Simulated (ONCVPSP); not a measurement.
Before and after: ONCV potential for Pd

| Property | Result |
| --- | --- |
| Element | Pd |
| Generator | ONCVPSP 4.0.1 |
| Type | optimised norm-conserving Vanderbilt (ONCV) |
| Functional | PBE |
| Relativity | fully relativistic |
| Frozen core | [Ar] 3d10 |
| Valence charge | 18 |
| Reference configuration | 4s2 4p6 4d9.75 (charge +0.25) |
| Partial waves | 4s: rc 0.95 bohr, ncon 5, nbas 9, qcut 5.6 1/bohr, 1 projector; 4p: rc 1.25 bohr, ncon 4, nbas 8, qcut 13.1 1/bohr, 2 projectors, debl 1.1 Ha; 4d: rc 1.25 bohr, ncon 5, nbas 10, qcut 6.6 1/bohr, 2 projectors, debl 2.4 Ha |
| Local potential | polynomial inside 0.70 bohr (lpopt 5, dvloc0 0 Ha) |
| Core correction | Teter function fitted to the true core (icmod 2), fcfact 0.2 |

Open shells are filled in proportion to 2j + 1.

In the p channel the program set the typed energies aside and used -1.923, 0.250 Ha (j = l + 1/2; the other j can differ).

Change: all radii but the core radius scaled by about 0.88 (s 0.84, p 1.10, d 1.10 bohr); local potential polynomial inside 0.62 bohr (lpopt 5, dvloc0 0 Ha).

Cutoffs: the cutoffs (Ha) at which the residual kinetic energy of the hardest occupied pseudo-wave falls to 1 and 0.1 mHa per electron; they do not see the model core or the augmentation charge, which bear on the density cutoff. Errors are all-electron minus pseudo energies relative to the spin-unpolarised reference configuration.

**Question.** Predict the effect on cutoff, ghosts and configuration errors.

**Answer.** The potential gets neither clearly harder nor softer (221 Ha and 256 Ha → 200 Ha and 324 Ha); both files keep a bound ghost (s); of the 4 tests that both files solve, the error grows in 2 and shrinks in 1 by more than 15 % and 0.3 meV (median size 0.5 → 1.5 meV).

```csv
quantity,base,changed
"cutoff, loose",221 Ha,200 Ha
"cutoff, tight",256 Ha,324 Ha
loose cutoff by channel,"s 221 Ha, p 49 Ha, d 86 Ha","s 200 Ha, p 54 Ha, d 107 Ha"
bound ghosts,s,s
GHOST(+) flags under 300 eV,none,"p3/2 at 237.0 eV, p1/2 at 274.9 eV"
"error for 4s2 4p6 4d10, meV [ΔE -1.31 eV]",-0.1,-0.2
"error for 4s2 4p6 4d9, meV [ΔE 7.81 eV]",+0.2,+0.7
"error for 4s2 4p6 4d8, meV [ΔE 28.63 eV]",+0.8,+2.2
"error for 4s1 4p6 4d10, meV [ΔE 90.24 eV]",-33,-22
"rms error of d²Exc/dni dnj with the model core, mHa",6.16,6.25
```

 A true bound ghost makes a file unfit for plane-wave use even where its test errors are small: the radial tests pick states by their node count and pass the ghost by.
